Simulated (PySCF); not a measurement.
Compound: C7H12.
SMILES with atom numbers: `[CH3:1][C@H:2]1[C@@H:3]2[CH2:4][CH2:5][C@H:6]1[CH2:7]2` (hydrogens: H8, H9, H10 on C1; H11 on C2; H12 on C3; H13, H14 on C4; H15, H16 on C5; H17 on C6; H18, H19 on C7)

The same species was optimised twice, with GFN2-xTB and with PBE0-D3(BJ)/def2-SVP (PySCF), and the same property calculations (PySCF, gas phase) were run on both structures.

```csv
coordinate,GFN2-xTB,PBE0-D3(BJ)/def2-SVP,change
C2–C6 (Å),1.543,1.554,+0.011
C2–C3 (Å),1.543,1.554,+0.011
C3–C7 (Å),1.536,1.545,+0.009
C6–C7 (Å),1.536,1.545,+0.009
C4–C5 (Å),1.548,1.556,+0.008
C1–C2 (Å),1.517,1.515,-0.002
C5–C6 (Å),1.530,1.532,+0.002
C3–C4 (Å),1.530,1.532,+0.002
C2–C6–C7 (°),87.4,86.9,-0.5
C2–C3–C7 (°),87.4,86.9,-0.5
C5–C6–C7 (°),101.2,101.6,+0.4
C4–C3–C7 (°),101.2,101.6,+0.4
C1–C2–C6 (°),117.4,117.8,+0.4
C2–C3–C4 (°),101.2,101.5,+0.3
C2–C6–C5 (°),101.2,101.5,+0.3
C1–C2–C3 (°),117.4,117.7,+0.3
```

Rotational constants: A = 4857, B = 2423, C = 2364 MHz (GFN2-xTB) against A = 4803, B = 2401, C = 2337 MHz (PBE0-D3(BJ)/def2-SVP). Point groups within 0.08 Å: Cs and Cs. Atoms that the bonding makes alike are paired by their places after alignment.

On the GFN2-xTB structure: lowest singlet, TDDFT (eV) 7.59 [B3LYP/def2-SVPD]; lowest triplet, Tamm–Dancoff (eV) 7.49 [B3LYP/def2-SVPD]; isotropic polarisability (au) 77.0 [B3LYP/def2-SVPD]; HOMO (eV) -7.90 [B3LYP/def2-SVPD]; LUMO (eV) 0.57 [B3LYP/def2-SVPD]; dipole (D) 0.09 [B3LYP/def2-SVPD]; HOMO (eV) -8.11 [PBE0/pcSseg-1]; LUMO (eV) 1.55 [PBE0/pcSseg-1]; dipole (D) 0.13 [PBE0/pcSseg-1]; GIAO shielding of C1 (ppm) 171.7 [PBE0/pcSseg-1]; GIAO shielding of C2 (ppm) 138.3 [PBE0/pcSseg-1]; GIAO shielding of C3/C6 (mean) (ppm) 142.7 [PBE0/pcSseg-1]; GIAO shielding of C4/C5 (mean) (ppm) 156.1 [PBE0/pcSseg-1]; GIAO shielding of C7 (ppm) 150.8 [PBE0/pcSseg-1].

Q: What do these properties become on the PBE0-D3(BJ)/def2-SVP structure?

A: 
```csv
property,level,on GFN2-xTB,on PBE0-D3(BJ)/def2-SVP,change
"lowest singlet, TDDFT (eV)",B3LYP/def2-SVPD,7.59,7.56,-0.03
"lowest triplet, Tamm–Dancoff (eV)",B3LYP/def2-SVPD,7.49,7.46,-0.03
isotropic polarisability (au),B3LYP/def2-SVPD,77.0,78.6,+1.6
HOMO (eV),B3LYP/def2-SVPD,-7.90,-7.89,+0.01
LUMO (eV),B3LYP/def2-SVPD,0.57,0.55,-0.02
dipole (D),B3LYP/def2-SVPD,0.09,0.11,+0.02
"energy, GFN2-xTB geometry as zero (kcal/mol)",B3LYP/def2-SVPD,0.0,-1.2,-1.2
HOMO (eV),PBE0/pcSseg-1,-8.11,-8.10,+0.01
LUMO (eV),PBE0/pcSseg-1,1.55,1.51,-0.04
dipole (D),PBE0/pcSseg-1,0.13,0.15,+0.02
"energy, GFN2-xTB geometry as zero (kcal/mol)",PBE0/pcSseg-1,0.0,-0.5,-0.5
GIAO shielding of C1 (ppm),PBE0/pcSseg-1,171.7,169.5,-2.2
GIAO shielding of C2 (ppm),PBE0/pcSseg-1,138.3,135.7,-2.6
GIAO shielding of C3/C6 (mean) (ppm),PBE0/pcSseg-1,142.7,140.1,-2.6
GIAO shielding of C4/C5 (mean) (ppm),PBE0/pcSseg-1,156.1,154.1,-2.0
GIAO shielding of C7 (ppm),PBE0/pcSseg-1,150.8,147.9,-2.9
```

The heavy atoms differ by 0.009 Å rms after alignment. Among bonds between heavy atoms C2–C3 and C2–C6 change most and about equally (+0.011 Å). Changes are differences of the printed values. Neither structure is proved a minimum here.
